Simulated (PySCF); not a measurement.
# Correlation energy of S⁺ (sulfur, charge +1)

[Ne] 3s2 3p3, high-spin 4S determinant. All numbers are calculated (PySCF 2.14, the non-relativistic Hamiltonian (point nucleus), in pcseg-2). Frozen: [Ne]; 5 electrons correlated.

MP2 pair energies summed by pair of shells (mhartree):

```tsv
pair	energy	share (%)
3s-3p	-56.58	66.1
3p-3p	-19.54	22.8
3s-3s	-9.44	11.0
```

Total MP2 correlation energy: -85.56 mhartree.

Same-spin part -22.82 and opposite-spin part -62.73 mhartree; SCS-MP2 scales them by 1/3 and 6/5 to -82.89 mhartree.

```
  level  correlation energy (mhartree)
   CCSD                        -104.76
    (T)                          -3.07
CCSD(T)                        -107.83
```

Diagnostics: T1 = 0.0039, D1 = 0.0068, largest double amplitude 0.062.

Cost of the coupled-cluster step: 0.49 s of wall time on 1 thread of Neoverse-N1 (shared host), for 5 correlated electrons.

Iterations:

```
CC2 = 0
CCSD nocc = (np.int64(4), np.int64(1)), nmo = (29, 29)
frozen orbitals [[0, 1, 2, 3, 4], [0, 1, 2, 3, 4]]
max_cycle = 100
direct = 0
conv_tol = 1e-08
conv_tol_normt = 1e-06
diis_space = 8
diis_start_cycle = 0
Init t2, MP2 energy = -0.0855573349433628
Init E_corr(UCCSD) = -0.0855573349444032
cycle = 1  E_corr(UCCSD) = -0.100528415963252  dE = -0.014971081  norm(t1,t2) = 0.039357
cycle = 2  E_corr(UCCSD) = -0.103596876836121  dE = -0.00306846087  norm(t1,t2) = 0.0110504
cycle = 3  E_corr(UCCSD) = -0.104782479884633  dE = -0.00118560305  norm(t1,t2) = 0.00383184
cycle = 4  E_corr(UCCSD) = -0.104764455289767  dE = 1.80245949e-05  norm(t1,t2) = 0.00045671
cycle = 5  E_corr(UCCSD) = -0.104764074043866  dE = 3.81245901e-07  norm(t1,t2) = 4.07412e-05
cycle = 6  E_corr(UCCSD) = -0.1047637867163  dE = 2.87327566e-07  norm(t1,t2) = 7.17094e-06
cycle = 7  E_corr(UCCSD) = -0.104763954097844  dE = -1.67381544e-07  norm(t1,t2) = 1.47722e-06
cycle = 8  E_corr(UCCSD) = -0.104763900975469  dE = 5.31223746e-08  norm(t1,t2) = 1.58233e-07
cycle = 9  E_corr(UCCSD) = -0.10476390678366  dE = -5.80819143e-09  norm(t1,t2) = 2.58929e-08
UCCSD converged
E(UCCSD) = -397.2671393627139  E_corr = -0.1047639067836604
UCCSD(T) correction = -0.00307426299093303
```
